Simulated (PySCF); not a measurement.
PySCF input (TPSSh/def2-TZVPD):

```python
from pyscf import gto, scf, dft

mol = gto.M(
    atom='''
    Mg   -0.00000000   -0.00000000   -1.77413315
    Br    0.00000000    0.00000000    0.60827422
    ''',
    basis='def2-tzvpd',
    charge=0,
    spin=1,
    symmetry='C2v',
    verbose=4,
)

mf = dft.UKS(mol, xc='tpssh').density_fit(auxbasis='def2-universal-jkfit')
mf.grids.level = 3
mf.conv_tol = 1e-9
mf.max_cycle = 100
mf.max_memory = 1500
mf.kernel()
if not mf.converged:
    mf = mf.newton()
    mf.kernel(mf.make_rdm1())
mf.analyze()
```

End of the output:

```
Extra cycle  E= -2774.20725220551  delta_E= -1.64e-11  |g|= 5.89e-06  |ddm|= 2.29e-05
converged SCF energy = -2774.20725220551  <S^2> = 0.75054118  2S+1 = 2.0005411
**** SCF Summaries ****
Total Energy =                       -2774.207252205508212
Nuclear Repulsion Energy =              93.289851007470659
One-electron Energy =                -4048.804852599676451
Two-electron Energy =                 1181.307749386697651
Two-electron Coulomb Energy =         1289.059878685544618
DFT Exchange-Correlation Energy =     -107.752129298847052
HOMO-LUMO gap [eV] =                     1.169754279590514
Wave-function symmetry = A1
alpha occupancy for each irrep:     A1   A2   B1   B2
                                    13    1    5    5
beta  occupancy for each irrep:     A1   A2   B1   B2
                                    12    1    5    5
**** MO energy ****
alpha MO #1 (A1 #1), energy= -482.517244394052 occ= 1
alpha MO #2 (A1 #2), energy= -62.2315026665378 occ= 1
alpha MO #3 (A1 #3), energy= -56.0164165838825 occ= 1
alpha MO #4 (B1 #1), energy= -56.0152065491693 occ= 1
alpha MO #5 (B2 #1), energy= -56.0152065491694 occ= 1
alpha MO #6 (A1 #4), energy= -46.7554168916718 occ= 1
alpha MO #7 (A1 #5), energy= -8.57805897712279 occ= 1
alpha MO #8 (A1 #6), energy= -6.39467185498688 occ= 1
alpha MO #9 (B1 #2), energy= -6.39105004794686 occ= 1
alpha MO #10 (B2 #2), energy= -6.39105004794687 occ= 1
alpha MO #11 (A1 #7), energy= -3.1073845926 occ= 1
alpha MO #12 (A1 #8), energy= -2.51915972386315 occ= 1
alpha MO #13 (B1 #3), energy= -2.51806429811434 occ= 1
alpha MO #14 (B2 #3), energy= -2.51806429811434 occ= 1
alpha MO #15 (A2 #1), energy= -2.51526244211987 occ= 1
alpha MO #16 (A1 #9), energy= -2.51525165511839 occ= 1
alpha MO #17 (B1 #4), energy= -1.8438187777388 occ= 1
alpha MO #18 (B2 #4), energy= -1.84381877773879 occ= 1
alpha MO #19 (A1 #10), energy= -1.84102916160041 occ= 1
alpha MO #20 (A1 #11), energy= -0.706543416337228 occ= 1
alpha MO #21 (A1 #12), energy= -0.316126561466228 occ= 1
alpha MO #22 (B1 #5), energy= -0.266427483967431 occ= 1
alpha MO #23 (B2 #5), energy= -0.26642748396743 occ= 1
alpha MO #24 (A1 #13), energy= -0.195003034849218 occ= 1
alpha MO #25 (B1 #6), energy= -0.0563785249444795 occ= 0
alpha MO #26 (B2 #6), energy= -0.0563785249444813 occ= 0
alpha MO #27 (A1 #14), energy= -0.0087554499383522 occ= 0
alpha MO #28 (A1 #15), energy= 0.0323997588102616 occ= 0
alpha MO #29 (B1 #7), energy= 0.0416192813959961 occ= 0
alpha MO #30 (B2 #7), energy= 0.0416192813959961 occ= 0
alpha MO #31 (A1 #16), energy= 0.0495276293247882 occ= 0
alpha MO #32 (B1 #8), energy= 0.0622892173332223 occ= 0
alpha MO #33 (B2 #8), energy= 0.0622892173332188 occ= 0
alpha MO #34 (A2 #2), energy= 0.0809968951485098 occ= 0
alpha MO #35 (A1 #17), energy= 0.0809970789249924 occ= 0
alpha MO #36 (A1 #18), energy= 0.0826843811509541 occ= 0
alpha MO #37 (B1 #9), energy= 0.118502220766998 occ= 0
alpha MO #38 (B2 #9), energy= 0.118502220767001 occ= 0
alpha MO #39 (A1 #19), energy= 0.156828343026922 occ= 0
alpha MO #40 (A2 #3), energy= 0.171410446849144 occ= 0
alpha MO #41 (A1 #20), energy= 0.171410703129714 occ= 0
alpha MO #42 (A1 #21), energy= 0.208080383474758 occ= 0
alpha MO #43 (A1 #22), energy= 0.231640719864344 occ= 0
alpha MO #44 (B1 #10), energy= 0.23212621750557 occ= 0
alpha MO #45 (B2 #10), energy= 0.232126217505577 occ= 0
alpha MO #46 (B1 #11), energy= 0.325111943170154 occ= 0
alpha MO #47 (B2 #11), energy= 0.325111943170159 occ= 0
alpha MO #48 (A1 #23), energy= 0.353531539436152 occ= 0
alpha MO #49 (B1 #12), energy= 0.412202643988438 occ= 0
alpha MO #50 (B2 #12), energy= 0.412202643988434 occ= 0
alpha MO #51 (A1 #24), energy= 0.430735975787574 occ= 0
alpha MO #52 (B1 #13), energy= 0.451803655584698 occ= 0
alpha MO #53 (B2 #13), energy= 0.451803655584696 occ= 0
alpha MO #54 (A2 #4), energy= 0.461889895515378 occ= 0
alpha MO #55 (A1 #25), energy= 0.461891725961658 occ= 0
alpha MO #56 (A2 #5), energy= 0.579784243569156 occ= 0
alpha MO #57 (A1 #26), energy= 0.579785009034216 occ= 0
alpha MO #58 (A1 #27), energy= 0.598678139662408 occ= 0
alpha MO #59 (B1 #14), energy= 0.659508121091684 occ= 0
alpha MO #60 (B2 #14), energy= 0.659508121091682 occ= 0
alpha MO #61 (A1 #28), energy= 0.731508483514118 occ= 0
alpha MO #62 (A1 #29), energy= 1.00707974081695 occ= 0
alpha MO #63 (A2 #6), energy= 1.52236229232287 occ= 0
alpha MO #64 (A1 #30), energy= 1.522388785481 occ= 0
alpha MO #65 (A1 #31), energy= 1.52713752945591 occ= 0
alpha MO #66 (B1 #15), energy= 1.53234812573717 occ= 0
alpha MO #67 (B2 #15), energy= 1.53234812573717 occ= 0
alpha MO #68 (A2 #7), energy= 1.54177995381915 occ= 0
alpha MO #69 (A1 #32), energy= 1.54179337494401 occ= 0
alpha MO #70 (B1 #16), energy= 1.54929472133783 occ= 0
alpha MO #71 (B2 #16), energy= 1.54929472133783 occ= 0
alpha MO #72 (B1 #17), energy= 1.61866685565149 occ= 0
alpha MO #73 (B2 #17), energy= 1.61866685565149 occ= 0
alpha MO #74 (B1 #18), energy= 1.7333014946111 occ= 0
alpha MO #75 (B2 #18), energy= 1.73330149461108 occ= 0
alpha MO #76 (A1 #33), energy= 1.79466463747726 occ= 0
alpha MO #77 (B1 #19), energy= 1.8280001842273 occ= 0
alpha MO #78 (B2 #19), energy= 1.8280001842273 occ= 0
alpha MO #79 (A1 #34), energy= 1.93571321563731 occ= 0
alpha MO #80 (A1 #35), energy= 1.98370683068474 occ= 0
alpha MO #81 (A1 #36), energy= 4.16941988886946 occ= 0
alpha MO #82 (A2 #8), energy= 4.16945633326146 occ= 0
alpha MO #83 (B1 #20), energy= 4.19938136026785 occ= 0
alpha MO #84 (B2 #20), energy= 4.19938136026784 occ= 0
alpha MO #85 (A1 #37), energy= 4.20797648927917 occ= 0
alpha MO #86 (A1 #38), energy= 4.6524700736555 occ= 0
alpha MO #87 (A2 #9), energy= 6.38659069637669 occ= 0
alpha MO #88 (A1 #39), energy= 6.38659075262587 occ= 0
alpha MO #89 (B1 #21), energy= 6.40624784961525 occ= 0
alpha MO #90 (B2 #21), energy= 6.40624784961525 occ= 0
alpha MO #91 (A1 #40), energy= 6.47829123366482 occ= 0
alpha MO #92 (A1 #41), energy= 7.4328606816181 occ= 0
beta  MO #1 (A1 #1), energy= -482.516959887016 occ= 1
beta  MO #2 (A1 #2), energy= -62.2313872991912 occ= 1
beta  MO #3 (A1 #3), energy= -56.0158479867027 occ= 1
beta  MO #4 (B1 #1), energy= -56.0151153947709 occ= 1
beta  MO #5 (B2 #1), energy= -56.0151153947709 occ= 1
beta  MO #6 (A1 #4), energy= -46.7531486149497 occ= 1
beta  MO #7 (A1 #5), energy= -8.5776446171411 occ= 1
beta  MO #8 (A1 #6), energy= -6.39360618658794 occ= 1
beta  MO #9 (B1 #2), energy= -6.39086640518888 occ= 1
beta  MO #10 (B2 #2), energy= -6.39086640518889 occ= 1
[...]
```
